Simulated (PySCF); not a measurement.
Isomers of C6H11FN2Si.

All values: PBE0/pcSseg-1 (PySCF) at GFN2-xTB geometries, gas phase, one conformer each.

(1) Rank by HOMO–LUMO gap, lowest first.
A. `[N:1]#[C:2][CH2:3][C@@H:4]1[CH2:5][CH2:6][C@H:7]1[NH:8][SiH2:9][F:10]` with C2–C3–C4–C5 178°, C6–C7–N8–Si9 -98°, C7–N8–Si9–F10 -38°, C3–C4–C5–C6 -135°, C4–C5–C6–C7 14°, C5–C6–C7–N8 -135°, C3–C4–C7–C6 135°
B. `[CH3:1][CH2:2][c:3]1[n:4][n:5]([SiH3:6])[c:7]([CH3:8])[c:9]1[F:10]` with C1–C2–C3–N4 112°
C. `[CH3:1][NH:2][SiH2:3][C@H:4]([CH3:5])/[C:6]([C:7]#[N:8])=[CH:9]/[F:10]` with C1–N2–Si3–C4 179°, N2–Si3–C4–C5 -164°, Si3–C4–C6–C7 -77°
D. `[CH3:1][C:2]#[C:3][Si@@H:4]1[NH:5][CH2:6][C@@H:7]([CH2:8][F:9])[NH:10]1` with C6–C7–C8–F9 57°, C3–Si4–N5–C6 -137°, Si4–N5–C6–C7 33°, N5–C6–C7–C8 -156°, C6–C7–N10–Si4 22°

(2) Rank by the highest Hirshfeld charge on any atom, lowest value first.
A. `[CH3:1][CH2:2][CH2:3][c:4]1[c:5]([F:6])[cH:7][n:8][n:9]1[SiH3:10]` with C1–C2–C3–C4 65°, C2–C3–C4–C5 67°
B. `[N:1]#[C:2][CH2:3][C@@H:4]1[CH2:5][CH2:6][C@H:7]1[NH:8][SiH2:9][F:10]` with C2–C3–C4–C5 178°, C6–C7–N8–Si9 -98°, C7–N8–Si9–F10 -38°, C3–C4–C5–C6 -135°, C4–C5–C6–C7 14°, C5–C6–C7–N8 -135°, C3–C4–C7–C6 135°
C. `[CH3:1][C:2]#[C:3][Si@@H:4]1[NH:5][CH2:6][C@@H:7]([CH2:8][F:9])[NH:10]1` with C6–C7–C8–F9 57°, C3–Si4–N5–C6 -137°, Si4–N5–C6–C7 33°, N5–C6–C7–C8 -156°, C6–C7–N10–Si4 22°
D. `[CH3:1][NH:2][SiH2:3][C@H:4]([CH3:5])/[C:6]([C:7]#[N:8])=[CH:9]/[F:10]` with C1–N2–Si3–C4 179°, N2–Si3–C4–C5 -164°, Si3–C4–C6–C7 -77°

(3) Rank by dipole moment, highest first.
A. `[N:1]#[C:2][CH2:3][C@@H:4]1[CH2:5][CH2:6][C@H:7]1[NH:8][SiH2:9][F:10]` with C2–C3–C4–C5 178°, C6–C7–N8–Si9 -98°, C7–N8–Si9–F10 -38°, C3–C4–C5–C6 -135°, C4–C5–C6–C7 14°, C5–C6–C7–N8 -135°, C3–C4–C7–C6 135°
B. `[CH3:1][CH2:2][c:3]1[n:4][n:5]([SiH3:6])[c:7]([CH3:8])[c:9]1[F:10]` with C1–C2–C3–N4 112°
C. `[CH3:1][NH:2][SiH2:3][C@H:4]([CH3:5])/[C:6]([C:7]#[N:8])=[CH:9]/[F:10]` with C1–N2–Si3–C4 179°, N2–Si3–C4–C5 -164°, Si3–C4–C6–C7 -77°
D. `[CH3:1][CH2:2][CH2:3][c:4]1[c:5]([F:6])[cH:7][n:8][n:9]1[SiH3:10]` with C1–C2–C3–C4 65°, C2–C3–C4–C5 67°

Results:

(1) C (5.51 eV), D (6.52 eV), B (6.98 eV), A (7.53 eV).

(2) D (+0.360 e), A (+0.381 e), C (+0.420 e), B (+0.454 e).

(3) A (5.10 D), C (3.80 D), D (2.58 D), B (2.18 D).

All values together:

```json
{"SMILES": "CN[SiH2][C@H](C)/C(C#N)=C/F", "μ (D)": "3.80", "HOMO (eV)": "-6.86", "LUMO (eV)": "-1.35", "lowest IAO charge (e)": "-0.678 (N)", "highest IAO charge (e)": "+0.902 (Si)", "lowest Hirshfeld charge (e)": "-0.245 (N)", "highest Hirshfeld charge (e)": "+0.360 (Si)"}
{"SMILES": "CCc1nn([SiH3])c(C)c1F", "μ (D)": "2.18", "HOMO (eV)": "-6.74", "LUMO (eV)": "0.24", "lowest IAO charge (e)": "-0.440 (C)", "highest IAO charge (e)": "+0.758 (Si)", "lowest Hirshfeld charge (e)": "-0.149 (N)", "highest Hirshfeld charge (e)": "+0.381 (Si)"}
{"SMILES": "N#CC[C@@H]1CC[C@H]1N[SiH2]F", "μ (D)": "5.10", "HOMO (eV)": "-7.04", "LUMO (eV)": "0.49", "lowest IAO charge (e)": "-0.683 (N)", "highest IAO charge (e)": "+1.204 (Si)", "lowest Hirshfeld charge (e)": "-0.243 (N)", "highest Hirshfeld charge (e)": "+0.454 (Si)"}
{"SMILES": "CCCc1c(F)cnn1[SiH3]", "μ (D)": "2.58", "HOMO (eV)": "-6.80", "LUMO (eV)": "0.16", "lowest IAO charge (e)": "-0.419 (C)", "highest IAO charge (e)": "+0.753 (Si)", "lowest Hirshfeld charge (e)": "-0.147 (N)", "highest Hirshfeld charge (e)": "+0.381 (Si)"}
{"SMILES": "CC#C[Si@@H]1NC[C@@H](CF)N1", "μ (D)": "2.57", "HOMO (eV)": "-6.42", "LUMO (eV)": "0.10", "lowest IAO charge (e)": "-0.692 (N)", "highest IAO charge (e)": "+1.152 (Si)", "lowest Hirshfeld charge (e)": "-0.252 (N)", "highest Hirshfeld charge (e)": "+0.420 (Si)"}
```

Conformers: `[CH3:1][NH:2][SiH2:3][C@H:4]([CH3:5])/[C:6]([C:7]#[N:8])=[CH:9]/[F:10]` with C1–N2–Si3–C4 179°, N2–Si3–C4–C5 -164°, Si3–C4–C6–C7 -77°; `[CH3:1][CH2:2][c:3]1[n:4][n:5]([SiH3:6])[c:7]([CH3:8])[c:9]1[F:10]` with C1–C2–C3–N4 112°; `[N:1]#[C:2][CH2:3][C@@H:4]1[CH2:5][CH2:6][C@H:7]1[NH:8][SiH2:9][F:10]` with C2–C3–C4–C5 178°, C6–C7–N8–Si9 -98°, C7–N8–Si9–F10 -38°, C3–C4–C5–C6 -135°, C4–C5–C6–C7 14°, C5–C6–C7–N8 -135°, C3–C4–C7–C6 135°; `[CH3:1][CH2:2][CH2:3][c:4]1[c:5]([F:6])[cH:7][n:8][n:9]1[SiH3:10]` with C1–C2–C3–C4 65°, C2–C3–C4–C5 67°; `[CH3:1][C:2]#[C:3][Si@@H:4]1[NH:5][CH2:6][C@@H:7]([CH2:8][F:9])[NH:10]1` with C6–C7–C8–F9 57°, C3–Si4–N5–C6 -137°, Si4–N5–C6–C7 33°, N5–C6–C7–C8 -156°, C6–C7–N10–Si4 22°.
